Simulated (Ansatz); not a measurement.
Two isomers of C10H7I: A = `Ic1ccc2ccccc2c1`, B = `Ic1cccc2ccccc12`.

Gas-phase electronic energies from Ansatz, PBE0-D4/def2-TZVP geometries. CCSD(T)/CBS is the MP2 limit (def2-TZVPP, def2-QZVPP) plus CCSD(T) − MP2 in def2-TZVPP, frozen cores. Functionals use def2-TZVPP. Elements past krypton have def2 core potentials. For I outer-core shells are correlated without core-valence functions, which leaves a few kJ/mol of doubt a bond.

**Question.** Which is lower in electronic energy at CCSD(T)/CBS, and by how much? (An estimate is asked.)

**Answer.** The calculation gave: A, by 0.1 kcal/mol. So small a gap doesn't settle the order.

**Question.** Give E(B) − E(A) in kcal/mol with r2SCAN-D4, ωB97M-V, CCSD/def2-TZVPP, MP2/def2-TZVPP, CCSD(T)/def2-SVP, BLYP-D4, CCSD(T)/def2-TZVPP. (Best estimate.)

**Answer.** The calculation gave: r2SCAN-D4 0.6, ωB97M-V 0.5, CCSD/def2-TZVPP 0.7, MP2/def2-TZVPP -0.3, CCSD(T)/def2-SVP 0.8, BLYP-D4 0.3, CCSD(T)/def2-TZVPP 0.3. The order is the other way round with MP2/def2-TZVPP.

Largest T1 diagnostic: 0.010.

The D4 term adds −0.9 kcal/mol with B3LYP and −0.5 kcal/mol with PBE0; it sums over pairs of atoms, weighted by their polarisabilities, and B3LYP, whose exchange is more repulsive, gets the larger term. In def2-TZVPP, CCSD(T) changes the Hartree–Fock value by −1.9 kcal/mol (the triples alone add −0.4 kcal/mol) and MP2 by −2.5 kcal/mol.

B3LYP here is the variant with VWN-RPA as its local correlation; programs differ in this.
